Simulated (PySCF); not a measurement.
```xyz
4
charge 0 multiplicity 1, angstrom
In    0.0000    0.0000    0.0000
Br    2.4848    0.0000    0.0000
Br   -1.2424    2.1519    0.0000
Br   -1.2424   -2.1519    0.0000
```

All numbers come from PBE/[In def2-SVP with ECP28, Br def2-SVP], scalar-relativistic core potentials, density fitting, no spin–orbit coupling, PySCF.

This geometry of InBr₃ is a stationary point at this level.

Q: What is the point group?

A: D3h.

Q: Is it a minimum?

A: Yes: all harmonic wavenumbers are real.

Q: Give the atomic charges and bond orders.

A: 
```
   atom  Mulliken  Löwdin  polar tensor  Mayer order to In1
    In1      0.52   -0.01          1.38                   –
Br2,3,4     -0.17    0.00         -0.46                1.11
```

Q: What is the atomisation energy, with and without zero-point energy?

A: 876 kJ/mol without, 870 kJ/mol with.
